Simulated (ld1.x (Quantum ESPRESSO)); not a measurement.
What one change does to a pseudopotential (silicon, ultrasoft)

```json
{"Element": "Si", "Generator": "ld1.x (Quantum ESPRESSO) 7.5", "Type": "ultrasoft", "Functional": "PBE", "Relativity": "fully relativistic", "Frozen core": "[Ne]", "Valence charge": "4", "Reference configuration": "3s2 3p1 (charge +1)", "Partial waves": "3s (bound): rcut 1.60, rcutus 1.75 bohr; 3s channel at 0.7 Ry: rcut 1.60, rcutus 1.75 bohr; 3p (bound): rcut 2.05, rcutus 2.20 bohr; 3p channel at 1.3 Ry: rcut 2.05, rcutus 2.20 bohr; 3d channel at 0.05 Ry: rcut 1.55, rcutus 1.80 bohr", "Local potential": "all-electron potential smoothed inside 1.45 bohr (lloc = -1)", "Core correction": "none", "Augmentation charge": "PSQ, inside the norm-conserving radii"}
```

Open shells are filled in proportion to 2j + 1 (rel_dist='average').

Change: reference 3s2 3p2; wave 3d channel at 0.05 Ry: rcut 1.55, rcutus 1.80 bohr becomes 3d channel at 0.05 Ry: rc 1.80 bohr.

Cutoffs: the cutoffs (Ry, on a coarse ladder) from which the occupation-weighted sum of valence levels, in a spherical-Bessel basis at the reference potential, stays within 10 and 1 mRy of its value at 400 Ry; they do not see the model core or the augmentation charge, which bear on the density cutoff. Errors are all-electron minus pseudo energies relative to the spin-unpolarised reference configuration.

Task: What does the change do?

Result: The potential gets neither clearly harder nor softer (10 Ry and 15 Ry → 10 Ry and 15 Ry); the s channel sets the loose cutoff, while the largest relative change is in p, which becomes softer; neither file shows a bound ghost.

| quantity | base | changed |
| --- | --- | --- |
| cutoff, loose | 10 Ry | 10 Ry |
| cutoff, tight | 15 Ry | 15 Ry |
| loose cutoff by channel (10 mRy a level) | s 8 Ry, p 8 Ry | s 8 Ry, p 6 Ry |
| bound ghosts | none | none |
| largest error over its own tests, meV | +57 | +49 |
| s: phases at 2.41 bohr within 0.05 rad from the reference energy up to (Ry; the scan ends near 5) | 3.6 | 3.9 |
| p1/2: phases at 2.41 bohr within 0.05 rad from the reference energy up to (Ry; the scan ends near 5) | 3.8 | 4.3 |
| p3/2: phases at 2.41 bohr within 0.05 rad from the reference energy up to (Ry; the scan ends near 5) | 3.8 | 4.3 |
| d3/2: phases at 2.41 bohr within 0.05 rad from the reference energy up to (Ry; the scan ends near 5) | 3.6 | 4.4 |
| d5/2: phases at 2.41 bohr within 0.05 rad from the reference energy up to (Ry; the scan ends near 5) | 3.6 | 4.4 |
| lowest overlap eigenvalue by channel | s 0.45, p1/2 0.74, p3/2 0.74, d3/2 1.00, d5/2 1.00 | s 0.45, p1/2 0.79, p3/2 0.79, d3/2 1.00, d5/2 1.00 |
